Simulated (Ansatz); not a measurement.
Program: Ansatz. Geometries: PBE0-D4/def2-TZVP. ΔE: electronic, gas phase. CBS: MP2 limit from def2 TZ/QZ plus the TZ coupled-cluster correction, frozen cores. def2 core potentials past Kr. For Ge, Se, Sn outer-core shells are correlated without core-valence functions, which leaves a few kJ/mol of doubt a bond. Scalar relativity is left out up to krypton. Each species was taken in one conformer, which may not be the lowest.

Reaction (substitution at a C–O bond): `C[CH2][Ge][O]C` + `C[O][SnH2][SeH]` → `C[O][SnH2][Se]C` + `C[CH2][Ge][OH]`

```tsv
species	MP2/def2-TZVPP energy (Eh)
`C[CH2][Ge][O]C`	-2269.56369
`C[O][SnH2][SeH]`	-2730.50631
`C[O][SnH2][Se]C`	-2769.72678
`C[CH2][Ge][OH]`	-2230.36161
```

(1) Work out ΔE.

Largest T1 diagnostic among the species: 0.014.

Results:

(1) ΔE = (-2769.72678) + (-2230.36161) − (-2269.56369) − (-2730.50631) = -0.01839 Eh = -48.3 kJ/mol. CCSD(T)/CBS gives -44.0 kJ/mol.

In def2-TZVPP, CCSD(T) changes the Hartree–Fock value by −15.1 kJ/mol (the triples alone add −1.9 kJ/mol) and MP2 by −21.7 kJ/mol. The D4 term adds −4.0 kJ/mol with B3LYP and −2.2 kJ/mol with PBE0; it sums over pairs of atoms, weighted by their polarisabilities, and B3LYP, whose exchange is more repulsive, gets the larger term.

B3LYP here is the variant with VWN-RPA as its local correlation; programs differ in this.
